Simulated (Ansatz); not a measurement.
Ansatz (an electronic-structure program) input:

Ansatz 0.2 input:
```yaml
crystal:
  periodic: [false, false, false]
  atoms:
    - {symbol: Si, position_ang: [0.07524718, 0.74666161, 0.33022339]}
    - {symbol: O, position_ang: [-1.11218862, -0.45499272, -0.24604746]}
    - {symbol: C, position_ang: [-2.51080391, -0.46888246, 0.05305782]}
    - {symbol: O, position_ang: [1.30762085, -0.10090823, -0.20153640]}
    - {symbol: C, position_ang: [2.70995551, 0.06689246, -0.26524400]}
    - {symbol: H, position_ang: [-0.08873600, 0.78391439, 1.77274283]}
    - {symbol: H, position_ang: [-0.30824453, 1.91004500, -0.44650458]}
    - {symbol: H, position_ang: [-3.06327006, -0.88255231, -0.78984436]}
    - {symbol: H, position_ang: [-2.71150653, -1.05209859, 0.95166832]}
    - {symbol: H, position_ang: [-2.82200448, 0.55933499, 0.21423232]}
    - {symbol: H, position_ang: [3.12144212, -0.80940524, -0.76308514]}
    - {symbol: H, position_ang: [2.95802443, 0.96125952, -0.83322593]}
    - {symbol: H, position_ang: [3.12529043, 0.14844264, 0.73741637]}
    - {symbol: H, position_ang: [-0.77350997, -1.33347285, -0.48219093]}
basis:
  gaussian:
    orbitals: def2-TZVP
hamiltonian:
  xc: b3lyp
  dispersion: d3bj
total_charge: 1
relax: {f_tol: 0.002, max_steps: 150}
```

### Question
What final total energy does it print?

### Answer
-521.49849 Eh (B3LYP-D3(BJ)/def2-TZVP). The basis has 215 functions.

It need not be the lowest isomer of its formula.
